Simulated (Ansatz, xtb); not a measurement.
# Relative energy of two structures of CH6AsMg+

Structure a: a singlet given by its coordinates. Structure b: a singlet given by its coordinates. Both are isolated ions in the gas phase, relaxed with B3LYP-D3(BJ)/def2-SVP.

a (Å):

| atom | x (Å) | y (Å) | z (Å) |
| --- | --- | --- | --- |
| C | -0.7814 | 0.2035 | 1.1547 |
| As | -0.4899 | -1.3546 | -0.0706 |
| Mg | 1.3658 | 0.6407 | -0.8733 |
| H | -0.4266 | -0.5247 | -1.3953 |
| H | -1.8350 | 0.4958 | 1.0408 |
| H | 1.0724 | -1.3517 | 0.0128 |
| H | -0.1675 | 1.1141 | 1.0330 |
| H | -0.6230 | -0.1701 | 2.1763 |
| H | 2.3646 | 1.9243 | -1.1836 |

Close contacts (Å): C1–As2 2.00, As2–Mg3 2.84, C1–H5 1.10, C1–H7 1.10, C1–H8 1.10, As2–H4 1.56, As2–H6 1.56, Mg3–H4 2.20, Mg3–H6 2.20, Mg3–H7 2.49, Mg3–H9 1.66.

b (Å):

```yaml
atoms:
  - { symbol: C, position_ang: [-0.8125, -0.1396, 1.3207] }
  - { symbol: As, position_ang: [-1.6735, 0.3988, -0.3497] }
  - { symbol: Mg, position_ang: [-0.6187, 2.3868, -1.8176] }
  - { symbol: H, position_ang: [-0.7886, 0.7231, 1.9999] }
  - { symbol: H, position_ang: [-1.3873, -0.9595, 1.7707] }
  - { symbol: H, position_ang: [0.2107, -0.4717, 1.0996] }
  - { symbol: H, position_ang: [-3.1107, 0.6416, 0.0414] }
  - { symbol: H, position_ang: [-1.8275, -0.8928, -1.1148] }
  - { symbol: H, position_ang: [0.0504, 3.6172, -2.7079] }
```

Close contacts (Å): C1–As2 1.95, As2–Mg3 2.69, C1–H4 1.10, C1–H5 1.10, C1–H6 1.10, As2–H7 1.51, As2–H8 1.51, Mg3–H9 1.66.

Quicker runs give these differences E(b) − E(a): GFN2-xTB −5.8 kcal/mol; HF/STO-3G −38.1 kcal/mol (at GFN2-xTB geometries); r2SCAN-D4/def2-SVP −8.4 kcal/mol (at GFN2-xTB geometries).

**Question.** Estimate E(b) − E(a) at the level CCSD(T)/def2-TZVP.

**Answer.** Calculated at CCSD(T)/def2-TZVP: E(b) − E(a) = −16.4 kcal/mol, so structure b lies lower.

Level by level:

```csv
level,geometry,E(b) − E(a) (kcal/mol),departure from the last row (kcal/mol),"job, with rough time for the two"
GFN2-xTB,GFN2-xTB,−5.8,+10.7,"optimisation, 0.25 s"
HF/STO-3G,GFN2-xTB,−38.1,−21.7,"single point, 0.26 s"
r2SCAN-D4/def2-SVP,GFN2-xTB,−8.4,+8.1,"single point, 3 s"
B3LYP-D3(BJ)/def2-SVP,B3LYP-D3(BJ)/def2-SVP,−14.8,+1.6,"optimisation, 29 s"
HF/def2-TZVP,B3LYP-D3(BJ)/def2-SVP,−22.1,−5.6,part of the CCSD(T) run
MP2/def2-TZVP,B3LYP-D3(BJ)/def2-SVP,−17.2,−0.8,part of the CCSD(T) run
CCSD(T)/def2-TZVP,B3LYP-D3(BJ)/def2-SVP,−16.4,,"single point, 65 s"
```

The levels shown agree on the order. The largest departure from CCSD(T)/def2-TZVP is that of HF/STO-3G, 21.7 kcal/mol.

With harmonic frequencies from B3LYP-D3(BJ)/def2-SVP (ideal gas, rigid rotor, one conformer each, 298.15 K, 1 atm): on the last row, ΔE + ΔZPE = −15.3, ΔH = −15.5, ΔG = −14.7 kcal/mol.

The correlated steps freeze 11 core orbitals; the filled d shell of As is correlated; the last core shell of Mg is correlated, in a basis made for valence electrons. Codes used: Ansatz 0.2.0, xtb 6.7.1; the last row on 2 threads of Arm Neoverse V2 on a shared host.
